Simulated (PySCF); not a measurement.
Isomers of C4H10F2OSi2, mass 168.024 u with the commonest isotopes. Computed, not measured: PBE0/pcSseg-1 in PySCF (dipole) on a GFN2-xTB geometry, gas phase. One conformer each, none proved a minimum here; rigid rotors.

Question: Order these by rotational constant C, smallest first.
A. `[CH3:1][SiH:2]([CH3:3])[Si@@H:4]([F:5])[C@@H:6]([F:7])[CH:8]=[O:9]` with C1–Si2–Si4–F5 178°, Si2–Si4–C6–F7 -36°, Si4–C6–C8–O9 64°
B. `[CH3:1][CH2:2][O:3]/[C:4]([SiH3:5])=[CH:6]\[SiH:7]([F:8])[F:9]` with C1–C2–O3–C4 -177°, C2–O3–C4–Si5 15°, C4–C6–Si7–F8 67°
C. `[CH3:1][O:2][SiH2:3][C:4]([SiH2:5][CH3:6])=[C:7]([F:8])[F:9]` with C1–O2–Si3–C4 180°, O2–Si3–C4–Si5 -6°, Si3–C4–Si5–C6 -61°

Answer: B (487.9 MHz), C (555.4 MHz), A (627.9 MHz).

Question: Order these by out-of-plane moment Σ m c² = (Ia + Ib − Ic)/2, smallest first.
A. `[CH3:1][SiH:2]([CH3:3])[Si@@H:4]([F:5])[C@@H:6]([F:7])[CH:8]=[O:9]` with C1–Si2–Si4–F5 178°, Si2–Si4–C6–F7 -36°, Si4–C6–C8–O9 64°
B. `[CH3:1][CH2:2][O:3]/[C:4]([SiH3:5])=[CH:6]\[SiH:7]([F:8])[F:9]` with C1–C2–O3–C4 -177°, C2–O3–C4–Si5 15°, C4–C6–Si7–F8 67°
C. `[CH3:1][O:2][SiH2:3][C:4]([SiH2:5][CH3:6])=[C:7]([F:8])[F:9]` with C1–O2–Si3–C4 180°, O2–Si3–C4–Si5 -6°, Si3–C4–Si5–C6 -61°

Answer: B (33.14 u·Å²), C (35.46 u·Å²), A (112.69 u·Å²).

Question: Order these by radius of gyration √(Σ m r²/M), smallest first.
A. `[CH3:1][SiH:2]([CH3:3])[Si@@H:4]([F:5])[C@@H:6]([F:7])[CH:8]=[O:9]` with C1–Si2–Si4–F5 178°, Si2–Si4–C6–F7 -36°, Si4–C6–C8–O9 64°
B. `[CH3:1][O:2][SiH2:3][C:4]([SiH2:5][CH3:6])=[C:7]([F:8])[F:9]` with C1–O2–Si3–C4 180°, O2–Si3–C4–Si5 -6°, Si3–C4–Si5–C6 -61°
C. `[CH3:1][CH2:2][O:3]/[C:4]([SiH3:5])=[CH:6]\[SiH:7]([F:8])[F:9]` with C1–C2–O3–C4 -177°, C2–O3–C4–Si5 15°, C4–C6–Si7–F8 67°

Answer: A (2.337 Å), B (2.372 Å), C (2.522 Å).

```csv
SMILES,point group,Ia (u·Å²),Ib (u·Å²),Ic (u·Å²),κ,μa (D),μb (D),μc (D)
CCO/C([SiH3])=C\[SiH](F)F,C1,349.73,752.42,1035.87,-0.62,4.58,0.11,0.79
CO[SiH2]C([SiH2]C)=C(F)F,C1,366.69,614.17,909.94,-0.35,2.47,0.12,0.37
C[SiH](C)[Si@@H](F)[C@@H](F)C=O,C1,356.98,673.30,804.90,-0.69,2.26,1.19,0.24
```
